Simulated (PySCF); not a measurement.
The multiplicity is imposed and other spin states were not computed.

Cartesian coordinates (Å):
```xyz
5

Au     0.0149     0.0148     0.0044
O      0.7698     1.9145     0.6035
H      0.6135     2.0338     1.5624
H      0.2495     2.6212     0.1698
F     -0.6520    -1.7056    -0.5459
```
Charge 0, spin multiplicity 1.

Problem. What is the computed dipole moment, LUMO, charge on the central atom (Mulliken), HOMO–LUMO gap, HOMO and total energy (TPSSh-D3(BJ)/def2-TZVP // PBE-D3(BJ)/def2-SVP in PySCF)?

Solution. 
```yaml
dipole_moment: 1.590 e·Å
LUMO: -1.99 eV
charge on the central atom (Mulliken): 0.29 e
HOMO–LUMO gap: 4.72 eV
HOMO: -6.71 eV
total_energy: -312.0455 Ha
```
